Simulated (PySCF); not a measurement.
Species: B₉H₉Te.
Structure used (PBE0-D3(BJ)/def2-SVP), in Å, numbered top down from 1:
```xyz
19
B9H9Te angstrom
B      0.1515    0.6520   -1.2238
Te    -0.3464    1.2877    1.8185
B      1.3082    0.8802    0.1432
B      1.0392   -0.7408   -0.5237
B     -0.7633   -0.8322   -0.7994
B      0.8609   -0.6397    1.2536
B     -0.0648    1.9965   -0.2537
B     -1.1348   -0.7411    0.9467
B      0.0348   -1.8143    0.3514
B     -1.3773    0.7439   -0.2669
H      0.3109    0.9823   -2.3678
H      2.3882    1.3664    0.3304
H      1.9988   -1.1391   -1.1328
H     -1.4501   -1.3102   -1.6640
H      1.5471   -0.9041    2.2029
H     -0.0939    3.1742   -0.4582
H     -2.0419   -1.0856    1.6541
H      0.0760   -3.0021    0.4924
H     -2.5058    1.1194   -0.4183
```

Method used: PySCF, PBE0-D3(BJ)/def2-SVP geometry optimisation, gas phase, def2 core potentials past Kr.

Q: Which atoms are bound to B1, and at what distances?

A: 6 atoms: H11 1.201 Å, B7 1.672 Å, B4 1.794 Å, B5 1.794 Å, B3 1.805 Å, B10 1.806 Å. The nearest atom not counted as bound is H14, at 2.57 Å (others tie with it).

Q: List the angles at B1.

A: 
```json
{"angle": "B10–B1–H11", "degrees": "127.1", "distance of the outer atoms (Å)": "2.71"}
{"angle": "B3–B1–H11", "degrees": "127.0", "distance of the outer atoms (Å)": "2.70"}
{"angle": "B5–B1–H11", "degrees": "121.4", "distance of the outer atoms (Å)": "2.63"}
{"angle": "B4–B1–H11", "degrees": "121.3", "distance of the outer atoms (Å)": "2.63"}
{"angle": "B5–B1–B7", "degrees": "117.5", "distance of the outer atoms (Å)": "2.96"}
{"angle": "B4–B1–B7", "degrees": "117.5", "distance of the outer atoms (Å)": "2.96"}
{"angle": "B7–B1–H11", "degrees": "110.4", "distance of the outer atoms (Å)": "2.37"}
{"angle": "B3–B1–B5", "degrees": "104.6", "distance of the outer atoms (Å)": "2.85"}
{"angle": "B4–B1–B10", "degrees": "104.6", "distance of the outer atoms (Å)": "2.85"}
{"angle": "B3–B1–B10", "degrees": "97.7", "distance of the outer atoms (Å)": "2.72"}
{"angle": "B7–B1–B10", "degrees": "62.8", "distance of the outer atoms (Å)": "1.81"}
{"angle": "B3–B1–B7", "degrees": "62.7", "distance of the outer atoms (Å)": "1.81"}
{"angle": "B4–B1–B5", "degrees": "61.2", "distance of the outer atoms (Å)": "1.83"}
{"angle": "B3–B1–B4", "degrees": "59.0", "distance of the outer atoms (Å)": "1.77"}
{"angle": "B5–B1–B10", "degrees": "59.0", "distance of the outer atoms (Å)": "1.77"}
```

Q: Describe the arrangement about B1 in numbers.

A: The three widest angles are 127.1°, 127.0° and 121.4°, the others run from 59.0° to 121.3°. Some of the bound atoms are bonded to each other. The B–B distances aren't all alike: 1.672 to 1.806 Å.

Q: Which atoms are bound to Te2, and at what distances?

A: 5 atoms: B7 2.208 Å, B6 2.343 Å, B8 2.345 Å, B10 2.389 Å, B3 2.390 Å. The nearest atom not counted as bound is H17, at 2.92 Å (others tie with it).

Q: List the angles at Te2.

A: 
| angle | degrees | distance of the outer atoms (Å) |
| --- | --- | --- |
| B6–Te2–B7 | 88.4 | 3.17 |
| B7–Te2–B8 | 88.4 | 3.17 |
| B6–Te2–B10 | 79.9 | 3.04 |
| B3–Te2–B8 | 79.9 | 3.04 |
| B3–Te2–B10 | 69.4 | 2.72 |
| B6–Te2–B8 | 51.1 | 2.02 |
| B3–Te2–B6 | 48.2 | 1.93 |
| B8–Te2–B10 | 48.2 | 1.93 |
| B7–Te2–B10 | 46.3 | 1.81 |
| B3–Te2–B7 | 46.3 | 1.81 |

Q: Describe the arrangement about Te2 in numbers.

A: τ5 = (β − α)/60° = 0.00 from the two widest angles, 88.4° and 88.4° (0 for a square pyramid, 1 for a trigonal bipyramid). Some of the bound atoms are bonded to each other. The Te–B distances aren't all alike: 2.208 to 2.390 Å.

Q: What are the other bond lengths?

A: B3–B4, B5–B10 1.773 Å; B3–B6, B8–B10 1.934 Å; B3–B7, B7–B10 1.814 Å; B4–B5 1.826 Å; B4–B6, B5–B8 1.788 Å; B4–B9, B5–B9 1.711 Å; B6–B8 2.022 Å; B6–B9, B8–B9 1.696 Å. (A selection.)

Q: Give some angles away from the centre.

A: B1–B3–Te2 96.2°, B1–B3–B4 60.2°, B1–B3–B6 100.8°, B1–B3–B7 55.0°, Te2–B3–B4 108.3°, Te2–B3–B6 64.6°, Te2–B3–B7 61.6°, B4–B3–B6 57.5°, B4–B3–B7 111.4°, B6–B3–B7 115.7°.

Q: What are the rotational constants (commonest isotopes, rigid rotor)?

A: A = 1938, B = 1014, C = 926.3 MHz: an asymmetric top.

Point group: Cs (every atom within 0.08 Å of its image). Charge 0, singlet. No frequency check.

On Arm Neoverse V2, one thread, no GPU (shared host), this took 4.1 min and 0.95 GiB of memory at its peak. These figures are those of the optimisation.
